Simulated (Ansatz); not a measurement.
System: sum formula H$_{4}$Si$_{2}$OCl$_{2}$, charge 0, multiplicity 1. 
Coordinates optimised at B3LYP-D3(BJ)/def2-TZVP (Ansatz, an electronic-structure program):
SMILES: Cl[SiH](O[SiH3])Cl
```xyz
9

Si     2.3762    -0.5527    -0.3057
O      0.7609    -0.8680    -0.4549
Si    -0.7437    -0.3643    -0.1830
Cl    -1.0415    -0.1030     1.8291
Cl    -1.0625     1.4291    -1.1250
H      3.1010    -1.7003    -0.8856
H      2.7176    -0.3983     1.1240
H      2.7052     0.6871    -1.0399
H     -1.6992    -1.3497    -0.6872
```
Charge 0, spin multiplicity 1.

Total electronic energies in hartree. Valence correlation only, unless marked. Spin-orbit coupling is left out. Non-relativistic unless marked X2C. CBS(X,Y): correlation extrapolated as X^-3; Hartree-Fock from the larger set. [CCSD(T)-MP2]/basis is that difference in the basis named.

| level | program | energy (Eh) |
|---|---|---|
| HF/STO-3G | Ansatz | -1556.70257 |
| HF/aug-cc-pV(D+d)Z | Ansatz | -1574.29478 |
| HF/cc-pV(Q+d)Z | Ansatz | -1574.40072 |
| RI-HF/cc-pV(T+d)Z | Ansatz | -1574.37867 |
| B97M-V/def2-TZVPD | Ansatz | -1576.88607 |
| PBE0/6-31G* | Ansatz | -1576.49185 |
| BHLYP-D3(BJ)/def2-TZVPD | Ansatz + dftd3 | -1577.28059 |
| r2SCAN0-D4/def2-TZVPD | Ansatz + dftd4 | ___ |
| LC-wPBE-D4/def2-TZVPD | Ansatz + dftd4 | -1576.82876 |
| LC-wPBE/def2-TZVPD | Ansatz | -1576.81704 |
| B2GP-PLYP-D4/def2-TZVPD | Ansatz + dftd4 | -1576.56288 |
| PBE-QIDH/def2-TZVPD | Ansatz | ___ |
| MP2/CBS(aug-cc-pV(T+d)Z,aug-cc-pV(Q+d)Z) | Ansatz | -1575.3872 |
| MP2/CBS(cc-pV(T+d)Z,cc-pV(Q+d)Z) | Ansatz | -1575.3842 |
| RI-MP2/cc-pV(T+d)Z | Ansatz | -1575.22821 |
| RI-MP2/CBS(cc-pV(T+d)Z,cc-pV(Q+d)Z) | Ansatz | -1575.3837 |
| SCS-MP2/cc-pVTZ | Ansatz | -1575.21157 |
| CCSD/CBS(cc-pV(T+d)Z,cc-pV(Q+d)Z) | Ansatz | -1575.4309 |
| CCSD(T)/aug-cc-pV(Q+d)Z | Ansatz | -1575.42979 |
| X2C-CCSD(T)/cc-pVTZ-DK | Ansatz | -1579.37963 |
| RI-MP2/CBS(aug-cc-pV(T+d)Z,aug-cc-pV(Q+d)Z)+[CCSD(T)-MP2]/aug-cc-pV(Q+d)Z | Ansatz | -1575.4785 |
| CCSD(T)/CBS(aug-cc-pV(T+d)Z,aug-cc-pV(Q+d)Z) | Ansatz | -1575.4767 |
| CCSD(T)/CBS(cc-pV(T+d)Z,cc-pV(Q+d)Z) | Ansatz | -1575.4766 |

### Question
Fill in the missing entries.

### Answer

- r2SCAN0-D4/def2-TZVPD, energy (Eh): -1577.12544
- PBE-QIDH/def2-TZVPD, energy (Eh): -1576.31939
